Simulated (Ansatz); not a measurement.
Mulliken charges of C2F2HfN2O2 (`O=C=[N][Hf]([F])([F])[N]=C=O`) from ωB97M-V/def2-TZVPP in Ansatz (PBE0-D4/def2-TZVP geometry).

| atom | x (Å) | y (Å) | z (Å) | charge (e) |
| --- | --- | --- | --- | --- |
| O1 | 3.826 | -0.798 | -0.154 | -0.211 |
| C2 | 2.740 | -0.406 | -0.276 | 0.317 |
| N3 | 1.614 | -0.001 | -0.402 | -0.380 |
| Hf4 | -0.270 | 0.698 | -0.634 | 1.171 |
| F5 | -0.841 | 0.406 | -2.417 | -0.312 |
| F6 | -0.306 | 2.559 | -0.274 | -0.312 |
| N7 | -1.511 | -0.263 | 0.642 | -0.380 |
| C8 | -2.263 | -0.826 | 1.394 | 0.317 |
| O9 | -2.988 | -1.369 | 2.121 | -0.211 |

Task: By hand: the dipole of these point charges (1 e Å = 4.8032 D).

Result: Σ q r = (-0.023, 0.059, -0.055) e Å, of length 0.084 e Å = 0.40 D.

Task: How does the dipole of the full density compare? (Best estimate.)

Result: Ansatz gave: (-0.030, 0.079, -0.071) e Å, 0.53 D; the point charges give 0.75 times that, at 1° from its direction.

Point charges leave out the atoms' own dipoles, such as those of lone pairs, and Mulliken's split depends on the basis, so the two needn't agree.
